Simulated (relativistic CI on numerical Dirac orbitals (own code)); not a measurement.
Computed by Dirac-Coulomb-Breit CI, orbitals from a KLI potential per configuration, model QED (radiative potential, 1s self-energy scaled to tabulated hydrogen-like ionisation energies), unscaled Slater integrals (own radial code, finite nucleus).

The strongest absorption lines from the ground level of an ion, among the configurations computed and to levels below about 307 eV (vacuum wavelength in nm, gf): 4.1676 (0.029), 4.2767 (0.25), 4.3148 (3.4), 4.3325 (0.024), 4.7104 (0.01), 4.8857 (0.019), 5.5004 (0.27).

Problem. Which ion is it?
A. Tl³⁹⁺
B. Tl⁴¹⁺
C. Tl⁴³⁺
D. At⁴⁵⁺

Solution. B. Tl⁴¹⁺ has 40 electrons and the ground level 4s²4p⁶4d⁴ ³P0; the strongest line goes to 4s²4p⁶4d³4f ³D°1. The pattern of lines fixes the number of electrons, and along that sequence the line energies rise steadily with the charge (about as its square where n changes within one kind of shell, about linearly where n is kept but much faster in heavy ions where fine structure, which grows about as Z⁴, sets the gap, and irregularly where shells cross), which fixes Z. Configurations outside the model, such as inner-shell arrays, can give stronger lines. At this charge energies of transitions that change n are usually good to better than 1 %, and those within a shell (Δn = 0) to a few per cent.

LS names give the leading component of a level, which can be under half, so a name can repeat, a term be missing and a line seem to break the LS rules.
